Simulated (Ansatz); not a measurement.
Reaction (atomization): `O[SiH2][CH2][GeH3]` → C• + Ge• + 8 H• + O• + Si•

Computed with Ansatz on PBE0-D4/def2-TZVP structures; ΔE is electronic, products minus reactants. CBS: MP2 limit from def2 TZ/QZ plus the TZ coupled-cluster correction, frozen cores. This one scheme is used for every species, atoms too. For atomizations the MP2-based limit and the directly extrapolated one differ by several kJ/mol either way, and by 10 to 25 for some Ge, Se and Sn compounds, so smaller differences from it don't rank the levels. DFT in def2-TZVPP. B3LYP here is the variant with VWN-RPA as its local correlation; programs differ in this. No spin–orbit coupling; open shells (•) take unrestricted orbitals. Spin–orbit coupling would lower the free atoms: a little for C, O, Si; clearly for Ge. Bonds to Ge are less sure, by a few kJ/mol each and by 10 to 20 or more in all where they break to atoms, as the def2 sets lack core-valence functions. Scalar relativity is left out up to krypton. One conformer a species, not always the lowest.

`O[SiH2][CH2][GeH3]`:

Z-matrix (Å, degrees):
```
Si
C 1 1.852
O 1 1.651 2 107.6
H 1 1.491 2 110.3 3 120.7
H 1 1.491 2 110.3 3 -120.7
Ge 2 1.960 1 114.0 3 -179.9
H 2 1.094 1 109.5 3 -58.7
H 2 1.094 1 109.5 3 58.9
H 3 0.958 1 117.7 2 -179.9
H 6 1.538 2 110.2 1 60.5
H 6 1.538 2 110.3 1 -59.7
H 6 1.538 2 109.9 1 -179.6
```

```tsv
level	ΔE (kJ/mol)
PBE0-D4	3924.1
B3LYP-D4	3949.7
CCSD/def2-TZVPP	3855.2
CCSD(T)/def2-TZVPP	3898.1
```

**Question.** What does CCSD(T)/CBS give? (Estimate.)

**Answer.** Ansatz gave: +3988.6 kJ/mol. The listed levels differ from it by -64.5, -38.9, -133.4, -90.5 kJ/mol.

Largest T1 diagnostic among the species: 0.012.

From PBE to PBE0 (25 % exact exchange), in def2-TZVPP and without D4, ΔE moves by −27.5 kJ/mol: exact exchange takes away binding that semilocal exchange gives to molecules. In def2-TZVPP, CCSD(T) changes the Hartree–Fock value by +950.0 kJ/mol (the triples alone add +42.9 kJ/mol) and MP2 by +960.2 kJ/mol; breaking electron pairs costs correlation energy, which Hartree–Fock lacks. The D4 term adds +38.3 kJ/mol with B3LYP and +20.1 kJ/mol with PBE0; it sums over pairs of atoms, weighted by their polarisabilities, and B3LYP, whose exchange is more repulsive, gets the larger term.
